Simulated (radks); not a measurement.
Values are calculated unless marked as measured or tabulated.
Task: Coherent X-ray form factor from a spherical all-electron density. Level of theory: non-relativistic Kohn-Sham, exchange-only B88, spin-polarised, spherical densities, point nucleus (a radial shooting solver on a logarithmic mesh with Libxc functionals).

| sin(theta)/lambda (1/angstrom) | f0 (electrons) |
|---|---|
| 0.05 | 67.401 |
| 0.1 | 65.689 |
| 0.15 | 63.099 |
| 0.2 | 59.936 |
| 0.25 | 56.506 |
| 0.3 | 53.051 |
| 0.4 | 46.631 |
| 0.5 | 41.143 |
| 0.6 | 36.486 |
| 0.8 | 28.994 |
| 1 | 23.494 |
| 1.25 | 18.996 |
| 1.5 | 16.270 |
| 2 | 12.750 |

The species is in the configuration that NIST lists as its ground one. Which atom or ion scatters so?

Result: The lutetium ion Lu3+, [Xe] 4f14. Extrapolating in s^2 from the first two rows gives f0(0) = 68.0, near the electron count 68; among species with that count, the fall with angle is slower the higher Z, and the table is that of Z = 71; from so few rows the species is fixed only to a neighbour or two.
